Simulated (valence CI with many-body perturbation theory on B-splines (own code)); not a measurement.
Results of a calculation; reference values are marked as such.
**Cd³²⁺: what each term of the Hamiltonian does**

Level of theory: valence CI with perturbative core correlation (CI+MBPT): six valence electrons over a frozen Dirac-Fock core [Ne], a basis of 9 s, 9 p, 8 d, 6 f, 3 g, 1 h functions for each j, with the one-electron correlation potential Σ1 (screened to all orders), the two-electron term Σ2, the three-electron term Σ3, Breit, model QED; selected single and double excitations, second order for the rest, scaled by the run's own slope (own B-spline code, finite nucleus).

The last digits are not significant, and no measured levels were compared; by estimate large intervals hold to a few tenths of a per cent, small ones and those within an open d or f shell to about a per cent. Among the levels kept, up to 1500 cm⁻¹ of a level comes from second order outside the variational space, and about a tenth of that is noise between levels of different J, which matters for small intervals.

Each rung adds one term. CI alone is the Dirac-Coulomb CI over the frozen core; QED comes last and gives the full result, which names the levels. Energies are above (3s^2 3p1/2^2 3p3/2^2) J=2 on the same rung, in cm⁻¹.

Levels are named by their leading jj configuration (3d3/2^4 stands for four electrons in 3d with j = 3/2), which in mixed levels can hold well under half, so a name can repeat and another be missing. Letters in brackets count levels of one name in rising energy.

| Level | CI alone | + Σ1 | + Σ2 | + Σ3 | + Breit | Full |
| --- | --- | --- | --- | --- | --- | --- |
| (3s^2 3p1/2^2 3p3/2^2) J=0 | 84935 | 84952 | 84788 | 84460 | 85033 | 84959 |
| (3s^2 3p1/2 3p3/2^3) J=1 | 346068 | 346546 | 347152 | 347203 | 342214 | 342823 |
| (3s^2 3p1/2 3p3/2^3) J=2 | 396487 | 396972 | 397261 | 397110 | 391342 | 392002 |
| (3s^2 3p3/2^4) J=0 | 779258 | 780204 | 781008 | 780721 | 770497 | 771686 |
| (3s 3p1/2^2 3p3/2^3) J=2 | 1044470 | 1043340 | 1042630 | 1043100 | 1041180 | 1037780 |
| (3s^2 3p1/2^2 3p3/2 3d3/2) J=1 | 1069850 | 1068580 | 1067160 | 1066900 | 1064780 | 1062900 |
| (3s^2 3p1/2^2 3p3/2 3d3/2) J=2 | 1087850 | 1086640 | 1084890 | 1084420 | 1081520 | 1079770 |
| (3s^2 3p1/2^2 3p3/2 3d3/2) J=3 | 1102310 | 1101010 | 1099040 | 1097990 | 1093910 | 1093150 |
| (3s^2 3p1/2^2 3p3/2 3d3/2) J=0 | 1100220 | 1098880 | 1097040 | 1096120 | 1094210 | 1093340 |
| (3s^2 3p1/2^2 3p3/2 3d5/2) J=4 | 1173410 | 1172490 | 1170570 | 1169510 | 1162440 | 1161880 |
| (3s 3p1/2^2 3p3/2^3) J=1 | 1219280 | 1218290 | 1216480 | 1216530 | 1213630 | 1210390 |
| (3s^2 3p1/2^2 3p3/2 3d5/2) J=2 | 1240090 | 1239150 | 1236620 | 1235750 | 1230360 | 1228840 |
| (3s^2 3p1/2^2 3p3/2 3d5/2) J=3 | 1280940 | 1279940 | 1277060 | 1275320 | 1269300 | 1268750 |
| (3s^2 3p1/2^2 3p3/2 3d5/2) J=1 | 1339220 | 1338310 | 1335780 | 1333950 | 1328260 | 1327450 |
| (3s^2 3p1/2 3p3/2^2 3d3/2) J=0 | 1372320 | 1371510 | 1371020 | 1370970 | 1364400 | 1362680 |
| (3s^2 3p1/2 3p3/2^2 3d3/2) J=1 [a] | 1388360 | 1387480 | 1386110 | 1385600 | 1378750 | 1377710 |
| (3s^2 3p1/2 3p3/2^2 3d3/2) J=2 [a] | 1389760 | 1388860 | 1387260 | 1386550 | 1378420 | 1378230 |
| (3s^2 3p1/2 3p3/2^2 3d3/2) J=3 [a] | 1420460 | 1419610 | 1418050 | 1417200 | 1407500 | 1407360 |
| (3s^2 3p1/2 3p3/2^2 3d5/2) J=0 [a] | 1430330 | 1429740 | 1429070 | 1429320 | 1421110 | 1419070 |

Question: How does the ionisation energy move along the ladder, and which term matters most?

Answer: CI alone 2002.7, + Σ1 2003.5, + Σ2 2003.6, + Σ3 2003.1, + Breit 2001.9, + QED 2001.9 eV. The largest step is Breit, -1.1 eV. NIST lists 1998 ± 3 eV (semi-empirical).
